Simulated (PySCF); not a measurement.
Stationary points of FZrN

Level of theory: PBE0 in PySCF with Zr def2-TZVP with ECP28, N def2-TZVP, F def2-TZVP; scalar-relativistic core potentials, no spin–orbit coupling; density-fitted integrals.

Relaxations began from a few typed shapes. The search is not exhaustive: other isomers or separated fragments can lie lower, and high-lying points may rest on an excited occupation.

```
   spin  group                       bonds         angles  imaginary modes (cm⁻¹)  ΔE (kJ/mol)  ΔE with ZPE (kJ/mol)
singlet     Cs  Zr–F 1.960 Å, Zr–N 1.696 Å  F–Zr–N 108.8°                    none          0.0                   0.0
singlet    C∞v  Zr–F 2.134 Å, Zr–N 1.697 Å  F–Zr–N 180.0°              217i, 217i        116.7                     –
```

The lowest minimum found is the singlet Cs: Zr–F 1.960 Å, Zr–N 1.696 Å; F–Zr–N 108.8°.

Formally Zr is in oxidation state +4, d0. The polar-tensor charge on Zr, 1.64, is far below the formal one.
